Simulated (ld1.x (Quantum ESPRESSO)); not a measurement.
**Transferability test, RRKJ potential for Mn (Z = 25)**

ld1.x (Quantum ESPRESSO) 7.5 input, shortened:

```
&input
   title='Mn', zed=25., rel=2, dft='PZ', iswitch=3,
   config='[Ar] 3d5 4s2 4p0', rel_dist='average'
 /
 &inputp
   pseudotype=2, tm=.false., rho0=0.001, lloc=2,
   nlcc=.false.
 /
3
3S  1  0   2.00   0.00  1.05  1.05  0.0
3P  2  1   6.00   0.00  1.00  1.00  0.0
3D  3  2   5.00   0.00  1.20  1.20  0.0
 &test
   configts(1)='3s2 3p6 3d5 4s2 4p0'
 /
```

Open shells are filled in proportion to 2j + 1 (rel_dist='average').

Occupied shells without a wave of their own: 4s. They enter only through the test configuration that unscreens the potential.

Energies are relative to the spin-unpolarised reference configuration 3s2 3p6 3d5 4s2 4p0; without spin polarisation the order of configurations can differ from experiment. The d channel is local and has no spin–orbit splitting in the pseudo-atom.

Q: Give the all-electron excitation energy and the error of the potential for: 3s2 3p6 3d5 4s1 4p0; 3s2 3p6 3d5 4s0 4p0; 3s2 3p6 3d4 4s0 4p0; 3s2 3p6 3d6 4s0 4p0; 3s2 3p6 3d5 4s1.5 4p0; 3s2 3p6 3d4 4s2 4p0; 3s2 3p5 3d5 4s2 4p0.

A:

```json
{"valence configuration": "3s2 3p6 3d5 4s1 4p0", "charge": "+1", "ΔE all-electron (eV)": "8.654", "error AE − PS (meV)": "+47"}
{"valence configuration": "3s2 3p6 3d5 4s0 4p0", "charge": "+2", "ΔE all-electron (eV)": "24.531", "error AE − PS (meV)": "+119"}
{"valence configuration": "3s2 3p6 3d4 4s0 4p0", "charge": "+3", "ΔE all-electron (eV)": "57.342", "error AE − PS (meV)": "+148"}
{"valence configuration": "3s2 3p6 3d6 4s0 4p0", "charge": "+1", "ΔE all-electron (eV)": "7.024", "error AE − PS (meV)": "+81"}
{"valence configuration": "3s2 3p6 3d5 4s1.5 4p0", "charge": "+0.5", "ΔE all-electron (eV)": "3.465", "error AE − PS (meV)": "+21"}
{"valence configuration": "3s2 3p6 3d4 4s2 4p0", "charge": "+1", "ΔE all-electron (eV)": "13.447", "error AE − PS (meV)": "+8.7"}
{"valence configuration": "3s2 3p5 3d5 4s2 4p0", "charge": "+1", "ΔE all-electron (eV)": "61.903", "error AE − PS (meV)": "+9.8"}
```

A Bessel basis up to 400 Ry misses an occupied level by 0.02 Ry, so cutoffs and ghosts were not judged.
